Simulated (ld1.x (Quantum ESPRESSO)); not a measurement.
**Pr (Z = 59): one change to a TM potential, before and after**

```json
{
 "Element": "Pr",
 "Generator": "ld1.x (Quantum ESPRESSO) 7.5",
 "Type": "norm-conserving Troullier–Martins (Kleinman–Bylander form)",
 "Functional": "PBEsol",
 "Relativity": "scalar-relativistic",
 "Frozen core": "[Xe]",
 "Valence charge": "5",
 "Reference configuration": "4f3 5d0 6s1 6p0 (charge +1)",
 "Partial waves": "6p (bound, empty): rc 2.20 bohr; 5d (bound, empty): rc 0.80 bohr; 4f (bound): rc 1.00 bohr; 6s (bound): rc 3.50 bohr",
 "Local potential": "the s channel",
 "Core correction": "none"
}
```

All-electron outer shells of the reference configuration (PBEsol, scalar-relativistic, ld1.x):

| shell | level (eV) | outermost node (bohr) | outermost maximum (bohr) |
| --- | --- | --- | --- |
| 5s | -44.93 | 0.74 | 1.35 |
| 5p | -27.34 | 0.79 | 1.53 |
| 6s | -8.08 | 1.80 | 3.61 |
| 5d | -7.36 | 0.91 | 2.19 |
| 4f | -7.08 | – | 0.69 |
| 6p | -5.17 | 2.14 | 4.53 |

Change: core correction a·sin(br)/r model core inside 0.68 bohr.

Cutoffs: the cutoffs (Ry, on a coarse ladder) from which the occupation-weighted sum of valence levels, in a spherical-Bessel basis at the reference potential, stays within 10 and 1 mRy of its value at 400 Ry; they do not see the model core or the augmentation charge, which bear on the density cutoff. Errors are all-electron minus pseudo energies relative to the spin-unpolarised reference configuration.

Task: Predict the effect on cutoff, ghosts and configuration errors.

Result: Both files keep a bound ghost (p); the number of tests that count goes from 6 to 4; of the 4 tests that both files solve, the error grows in 3 and shrinks in 1 by more than 15 % and 0.3 meV (median size 820.7 → 1195.3 meV). A model core, the more so a compact one, raises the density cutoff, which this test does not measure.

| quantity | base | changed |
| --- | --- | --- |
| cutoff, loose | 300 Ry | 300 Ry |
| cutoff, tight | over 300 Ry | over 300 Ry |
| bound ghosts | p | p |
| tests counted (converged, no solver errors) | 6 of 7 | 4 of 7 |
| error for 4f3 5d0 6s2 6p0, meV [ΔE -5.74 eV] | +0.5 | -3.5 |
| error for 4f3 5d0 6s0 6p0, meV [ΔE 10.53 eV] | +195 | -35 |
| error for 4f2 5d0 6s0 6p0, meV [ΔE 32.15 eV] | -1446 | -2356 |
| error for 4f1 5d0 6s0 6p0, meV [ΔE 71.22 eV] | -6118 | -9488 |
| s: phases at 3.82 bohr within 0.05 rad from the reference energy up to (Ry; the scan ends near 5) | 0.8 | 0.8 |
| p: phases at 3.82 bohr within 0.05 rad from the reference energy up to (Ry; the scan ends near 5) | 2.5 | 2.5 |
| d: phases at 3.82 bohr within 0.05 rad from the reference energy up to (Ry; the scan ends near 5) | 0.3 | 0.3 |
| f: phases at 3.82 bohr within 0.05 rad from the reference energy up to (Ry; the scan ends near 5) | -0.2 | -0.2 |

Base: Tests not counted: 4f3 5d1 6s1 6p0 (pseudo-atom not self-consistent, printed error -139 eV). These tests converged, but a pseudo level misses the all-electron one widely, so the file describes the atom poorly there or has found another state: 4f2 5d0 6s0 6p0: 4f by 3.4 eV (a node warning on the way); 4f1 5d0 6s0 6p0: 4f by 5.7 eV. ld1.x printed “convergence not achieved” for 1 of the counted tests; its residual had stalled under 1e-8, short of the target of 1e-14. The 5d radius (0.80 bohr) lies inside the outermost node of the all-electron wave (0.91 bohr), which a nodeless pseudo-wave cannot match soundly. Changed file: Tests not counted: 4f3 5d0 6s0 6p1 (solver errors, printed error -134 eV); 4f3 5d1 6s1 6p0 (solver errors, printed error -147 eV); 4f3 5d0 6s1 6p1 (solver errors, printed error -145 eV). These tests converged, but a pseudo level misses the all-electron one widely, so the file describes the atom poorly there or has found another state: 4f2 5d0 6s0 6p0: 4f by 4.8 eV (a node warning on the way); 4f1 5d0 6s0 6p0: 4f by 9.5 eV. The 5d radius (0.80 bohr) lies inside the outermost node of the all-electron wave (0.91 bohr), which a nodeless pseudo-wave cannot match soundly. A true bound ghost makes a file unfit for plane-wave use even where its test errors are small: the radial tests pick states by their node count and pass the ghost by. Where a test does run into it, the solver fails or the error is huge.
